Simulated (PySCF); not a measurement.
sulfuric acid cation (H2O4S), SMILES O=S(=O)(O)O (connectivity only; charge and spin as stated), charge +1, multiplicity 2.

Geometry: ωB97X-D3(BJ)/def2-SVP. The spin state was assumed, not searched. Other conformers were not sampled.

Two levels are set side by side: PBE/def2-TZVP (PySCF) and B3LYP/def2-TZVP (PySCF). Same geometry, gas phase. Differences are taken from unrounded values.

| quantity | B3LYP |
|---|---|
| α-spin orbital gap (eV) | 10.12 |
| β-spin orbital gap (eV) | 3.30 |
| mean polarisability (bohr³) | 33.9 |

Q: What does PBE give, and how far is it from B3LYP? (The exact figures need the calculation; the answer reports its results.)

A: 
| quantity | PBE | PBE minus B3LYP |
|---|---|---|
| α-spin orbital gap (eV) | 7.71 | -2.41 |
| β-spin orbital gap (eV) | 0.99 | -2.31 |
| mean polarisability (bohr³) | 33.9 | 0.0 |

Rough cost on one machine, each run with all the roots and properties that it gave: B3LYP against PBE within a factor of 2.
